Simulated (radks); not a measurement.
The numbers below are computed, except where a source is named.
Q: The bismuth ion Bi30+, 53 electrons, occupied as [Kr] 4d10 4f7 (the NIST ground configuration). Level of theory: non-relativistic Kohn-Sham, LDA (Slater exchange, Perdew-Wang correlation), spin-unpolarised, spherical densities, point nucleus; relativity is left out, which matters for an element this heavy (a radial shooting solver on a logarithmic mesh with Libxc functionals). Some entries of the table are withheld. Estimate them.

orbital,occ.,eigenvalue (Ry),r(max) (bohr)
1s,2,-6025.211,0.01211
2s,2,-1079.915,0.06572
2p,6,(1),0.05091
3s,2,-314.3492,0.1787
3p,6,-297.0090,0.1678
3d,10,(2),0.1314
4s,2,-121.3331,0.3873
4p,6,-113.5890,0.3841
4d,10,(3),(4)
4f,7,-80.42305,0.3133

A: 
(1) 2p eigenvalue (Ry): -1043.451
(2) 3d eigenvalue (Ry): -264.5951
(3) 4d eigenvalue (Ry): -99.34992
(4) 4d r(max) (bohr): 0.3707
